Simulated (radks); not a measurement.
The numbers below are computed, except where a source is named.
Problem. Radial electron density D(r) = 4 pi r^2 rho(r) of an atom or ion with 27 electrons. Code: a radial shooting solver on a logarithmic mesh with Libxc functionals. Model: Dirac Kohn-Sham, BLYP, spin-unpolarised, spherical densities, point nucleus.

r (bohr)  D(r) (e/bohr)
0.003055          2.053
0.003444          2.535
0.003852          3.078
0.004343          3.777
0.004897          4.618
0.005521          5.621
0.006225          6.811
0.007019          8.208
0.007914          9.832
0.008923          11.70
0.01006           13.81
0.01134           16.17
0.01279           18.74
0.01442           21.50
0.01613           24.16
0.01819           27.04
0.0205            29.80
0.02312           32.31
0.02607           34.39
0.02939           35.89
0.03314           36.67
0.03736           36.67
0.04212           35.89
0.0475            34.48
0.05355           32.72
0.06038           30.98
0.06808           29.71
0.07614           29.33
0.08585           30.06
0.0968            32.01
0.1091            34.89
0.1231            38.08
0.1387            40.75
0.1564            42.00
0.1764            41.21
0.1989            38.22
0.2242            33.53
0.2528            28.14
0.285             23.34
0.3214            20.23
0.3595            19.32
0.4053            20.22
0.457             22.16
0.5152            23.91
0.5809            24.42
0.655             23.20
0.7385            20.42
0.8327            16.65
0.9388            12.62
1.059             8.946
1.193             5.956
1.346             3.743
1.505             2.309
1.697             1.303
1.913            0.6916
2.157            0.3411
2.432            0.1537
2.743           0.06187
3.092           0.02164

What is the nuclear charge?

Solution. Z = 30. The innermost maximum, from 1s, lies near gamma/Z bohr with gamma = sqrt(1 - (Z/c)^2) = 0.976, here 0.0325 bohr (found: 0.0350), and its height grows with Z. The density is that of the zinc ion Zn3+ in [Ar] 3d9; the configuration itself is not fixed sharply by these data, and Z only to about a unit. D(r) has 3 maxima, at r = 0.0350, 0.159, 0.567 bohr, and minima at 0.0755, 0.359 bohr, inside which lie 2.11, 10.91 electrons.
